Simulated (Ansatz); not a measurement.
`[CH3][GeH]`, relaxed with RKS PBE-D4/def2-SVP in the Gaussian-basis code of Ansatz from a rough embedded geometry. The force threshold is 0.03 eV/Å; the program also tests the step.

Total charge 0; spin multiplicity 1.

Start:

```xyz
6

C    -0.506   -0.190   -0.289
Ge    0.427    0.572    1.217
H    -0.281    0.467   -1.250
H    -1.549   -0.308   -0.075
H    -0.055   -1.213   -0.546
H     1.965    0.673    0.943
```

Task: How much energy does the relaxation release, and in how many steps? (Best estimate.)

Result: The calculation gave: 38.95 kJ/mol, in 5 steps, 1 of them rejected.

Task: Which bonds change most? (Estimate.)

Result: Computed: C1–Ge2 from 1.928 to 2.009 Å; C1–H3 from 1.185 to 1.113 Å; Ge2–H6 from 1.566 to 1.621 Å; C1–H4 from 1.072 to 1.107 Å.

Task: Give the relaxed structure. (Best estimate.)

Result: The calculation gave: 
```xyz
6

C    -0.460   -0.182   -0.271
Ge    0.377    0.624    1.368
H    -0.242    0.464   -1.151
H    -1.555   -0.316   -0.179
H     0.015   -1.164   -0.492
H     1.864    0.574    0.725
```
